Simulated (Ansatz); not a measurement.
Reaction (atomization): `[BH2][Al]([CH3])[O][AlH2]` → 2 Al• + B• + C• + 7 H• + O•

Isolated molecules relaxed with PBE0-D4/def2-TZVP in Ansatz; ΔE leaves out vibrations. CCSD(T)/CBS is the MP2 limit (def2-TZVPP, def2-QZVPP) plus CCSD(T) − MP2 in def2-TZVPP, frozen cores. This one scheme is used for every species, atoms too. Functionals use def2-TZVPP. No spin–orbit coupling; open shells (•) take unrestricted orbitals. Spin–orbit coupling would lower the free atoms: a little for Al, B, C, O. One conformer a species, not always the lowest.

`[BH2][Al]([CH3])[O][AlH2]`:

```xyz
12

B     0.741    0.844   -2.188
Al    0.308   -0.128   -0.348
C     1.182   -1.751    0.298
O    -0.881    0.581    0.629
Al   -2.045    1.262    1.627
H     1.583    1.693   -2.301
H     0.167    0.589   -3.212
H     0.457   -2.455    0.720
H     1.744   -2.273   -0.482
H     1.890   -1.509    1.099
H    -3.565    0.888    1.389
H    -1.581    2.259    2.767
```

| level | ΔE (kJ/mol) |
| --- | --- |
| revPBE-D4 | 3983.0 |
| BHLYP-D4 | 3996.1 |
| r2SCAN0 | 4032.3 |
| CCSD/def2-TZVPP | 3934.3 |

(1) What does CCSD(T)/CBS give? (An estimate is asked.)

(2) What do rigid-rotor, harmonic-oscillator terms from PBE0-D4/def2-TZVP frequencies (298.15 K, 1 bar) make of the CCSD(T)/CBS value? (Estimate.)

Largest T1 diagnostic among the species: 0.018.

## Answers

(1) The calculation gave: +4072.9 kJ/mol. The listed levels differ from it by -89.9, -76.8, -40.6, -138.6 kJ/mol.

(2) The calculation gave: ΔZPE = -190.8 kJ/mol, ΔH = +3927.3 kJ/mol, ΔS = 1184 J/(mol·K), ΔG = +3574.3 kJ/mol. Open shells count their whole term as degenerate. Modes under 50 cm⁻¹ make the entropy rough.

In def2-TZVPP, CCSD(T) changes the Hartree–Fock value by +852.1 kJ/mol (the triples alone add +42.6 kJ/mol) and MP2 by +902.7 kJ/mol; breaking electron pairs costs correlation energy, which Hartree–Fock lacks. From r2SCAN to r2SCAN0 (25 % exact exchange), in def2-TZVPP and without D4, ΔE moves by −50.2 kJ/mol: exact exchange takes away binding that semilocal exchange gives to molecules.

For atomizations the MP2-based limit and the directly extrapolated one differ by several kJ/mol either way, and by 10 to 25 for some Ge, Se and Sn compounds, so smaller differences from it don't rank the levels.
